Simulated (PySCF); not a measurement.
N-methyl-N-silylethenamine (C₃H₉NSi), SMILES C=CN(C)[SiH3].

Coordinates come from a B3LYP-D3(BJ)/def2-SVP optimisation. The values are those of a single conformer.

These are PBE/def2-TZVP (PySCF) values and carry that method's errors.

The molecule is in vacuum.

```yaml
total_energy: -463.64488 hartree
highest_occupied_level: -4.87 eV
lowest_empty_level: -0.42 eV
orbital_gap: 4.45 eV
dipole_moment: 1.43 D
quadrupole, principal values (traceless, Buckingham form, about the centre of nuclear charge): -4.10, 0.31, 3.79 D·Å
mean_static_polarisability: 75.2 bohr³ (11.14 Å³)
polarisability_principal_values: 57.4, 76.4, 91.7 bohr³
```
